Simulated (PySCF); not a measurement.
**Xe (xenon, neutral) across methods**

[Kr] 4d10 5s2 5p5 5d1, one real determinant (an excited configuration). Computed with PySCF 2.14 in aug-cc-pVQZ-PP with one added diffuse shell each of s, p, d, f, g type with ECP28MDF (8s8p6d4f3g, 117 functions), with a scalar-relativistic core potential. The B2PLYP total includes its PT2 part (frozen core); its orbital energies are those of the SCF part.

| method | E (hartree) | mean ε 5p α (eV) | mean ε 5p β (eV) | mean ε 5d α (eV) | Σ⟨r²⟩ (bohr²) | ⟨S²⟩ |
| --- | --- | --- | --- | --- | --- | --- |
| LDA | -328.5525 | -12.067 | -11.295 | -0.821 | 86.72 | 2.001 |
| r2SCAN | -329.1210 | -12.428 | -11.508 | -0.818 | 86.98 | 2.003 |
| PBE0 | -329.0163 | -13.391 | -12.461 | -1.220 | 87.18 | 2.003 |
| PBE | -328.9879 | -11.989 | -11.162 | -0.868 | 87.81 | 2.002 |
| UHF | -327.94969 | -16.941 | -15.678 | -1.993 | 91.88 | 2.007 |
| B2PLYP | -328.7318 | -14.647 | -13.661 | -1.462 | 89.22 | 2.003 |
| CAM-B3LYP | -329.0074 | -14.655 | -13.815 | -1.735 | 86.44 | 2.002 |
| TPSSh | -328.9032 | -12.711 | -11.836 | -0.949 | 88.47 | 2.002 |

⟨L²⟩ = 7.93 against 12 for a pure F term, so this real determinant mixes terms. Energies and moments cover only the electrons outside the core potential. The outer electron is Rydberg-like, and this basis confines it to a smaller radius and binds it less than a complete one would.
